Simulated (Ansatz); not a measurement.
Hf3Si was relaxed with B3LYP-D4 (def2-SVP) in Ansatz in these states: neutral quintet, neutral triplet. The geometries follow in no particular order.

In the def2 sets Hf takes a core potential; there is no spin–orbit coupling.

A:

```csv
atom,x (Å),y (Å),z (Å)
Hf1,-0.163,-0.959,-0.979
Hf2,-1.644,-0.865,1.311
Hf3,0.544,0.741,1.029
Si4,1.263,1.083,-1.361
```

B:

```xyz
4

Hf    0.771    0.560    1.384
Hf    0.614   -1.490   -0.345
Hf   -1.671   -0.149    0.099
Si    0.285    1.080   -1.138
```

Q: Judge from the bond lengths which geometry belongs to which state (an estimate).

A: A is the neutral triplet (Hf1–Hf3 2.724 Å, Hf3–Si4 2.519 Å, Hf1–Si4 2.520 Å); B is the neutral quintet (Hf1–Hf3 2.849 Å, Hf3–Si4 2.621 Å, Hf1–Si4 2.621 Å).

At PBE0-D4/def2-TZVP a quintet lies 0.97 eV below the neutral triplet. These are the stationary points nearest to one start from a short search; other shapes may lie lower in each state.
